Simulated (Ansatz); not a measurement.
Species: B2, net charge 0, triplet state. 
Geometry from a B3LYP-D3(BJ)/def2-TZVP (Ansatz, an electronic-structure program) optimisation:
SMILES: B#B
```xyz
2

B      0.0000     0.0000    -0.7840
B      0.0000     0.0000     0.7840
```
Charge 0, spin multiplicity 3.

Parts of the frozen-core correlation energy in cc-pVDZ (Ansatz, hartree). Frozen orbitals: 2; correlated occupied orbitals by spin: 4 and 2; virtual: 22 and 24. UHF or UKS for open shells. No spin-orbit coupling. Non-relativistic. The program attaches cautions to this run: large difference.

```csv
term,value
reference (HF),-49.14412
MP2 opposite-spin,___
MP2 same-spin,___
CCSD correlation,___
(T),-0.00783
CCSDT minus CCSD(T),-0.00635
CCSDT(Q) minus CCSD(T),-0.00817
T1 diagnostic,0.073
largest doubles amplitude,0.160
<S^2> of the reference,2.907
```

Problem. What belongs in the gaps?

Solution. 
- MP2 opposite-spin, value: -0.05312
- MP2 same-spin, value: -0.02569
- CCSD correlation, value: -0.11302
